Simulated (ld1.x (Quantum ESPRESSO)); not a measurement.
## What one change does to a pseudopotential (Au, TM)

Au, norm-conserving Troullier–Martins (Kleinman–Bylander form), made with ld1.x (Quantum ESPRESSO) 7.5 (LDA (PZ), scalar-relativistic). Core [Xe] 4f14, reference 5d10 6s0.5 6p0.5. Waves: 6p (bound): rc 3.20 bohr; 5d (bound): rc 1.30 bohr; 6s (bound): rc 2.10 bohr. Local part: the s channel. Core correction: Bessel-smoothed model core, default radius (core density twice the valence density).

All-electron outer shells of the reference configuration (LDA (PZ), scalar-relativistic, ld1.x):

| shell | level (eV) | outermost node (bohr) | outermost maximum (bohr) |
| --- | --- | --- | --- |
| 4f | -82.72 | – | 0.37 |
| 5p | -61.21 | 0.52 | 0.96 |
| 5d | -8.22 | 0.56 | 1.21 |
| 6s | -6.94 | 1.11 | 2.29 |
| 6p | -1.54 | 1.32 | 3.42 |

Change: all radii but the core radius scaled by about 1.37 (s 2.88, p 4.40, d 1.78 bohr).

Cutoffs: the cutoffs (Ry, on a coarse ladder) from which the occupation-weighted sum of valence levels, in a spherical-Bessel basis at the reference potential, stays within 10 and 1 mRy of its value at 400 Ry; they do not see the model core or the augmentation charge, which bear on the density cutoff. Errors are all-electron minus pseudo energies relative to the spin-unpolarised reference configuration.

**Question.** How do hardness, ghosts and transferability respond?

**Answer.** The potential gets softer (70 Ry and 90 Ry → 45 Ry and 70 Ry); of the 9 tests that both files solve, the error grows in 5 and shrinks in 2 by more than 15 % and 0.3 meV (median size 9.7 → 10.7 meV); neither file shows a bound ghost. A larger radius leaves more room for a smooth pseudo-wave, so fewer plane waves are needed.

| quantity | base | changed |
| --- | --- | --- |
| cutoff, loose | 70 Ry | 45 Ry |
| cutoff, tight | 90 Ry | 70 Ry |
| loose cutoff by channel (10 mRy a level) | p 6 Ry, d 35 Ry, s 8 Ry | p 6 Ry, d 40 Ry, s 6 Ry |
| bound ghosts | none | none |
| error for 5d10 6s1 6p0, meV [ΔE -2.64 eV] | +0.1 | +2.1 |
| error for 5d10 6s0 6p0, meV [ΔE 7.13 eV] | -9.7 | -11 |
| error for 5d9 6s0 6p0, meV [ΔE 28.63 eV] | -66 | -91 |
| error for 5d9 6s2 6p0, meV [ΔE -1.04 eV] | -74 | -35 |
| error for 5d9 6s1 6p0, meV [ΔE 9.73 eV] | -53 | -37 |
| error for 5d10 6s0.5 6p0, meV [ΔE 1.31 eV] | -1.5 | -2.0 |
| error for 5d7 6s0 6p0, meV [ΔE 110.80 eV] | -983 | -1110 |
| error for 5d10 6s0.5 6p0.5 (spin-polarised), meV [ΔE -0.11 eV] | 0.0 | -1.9 |
| error for 5d10 6s1 6p0 (spin-polarised), meV [ΔE -2.77 eV] | -0.1 | -0.9 |
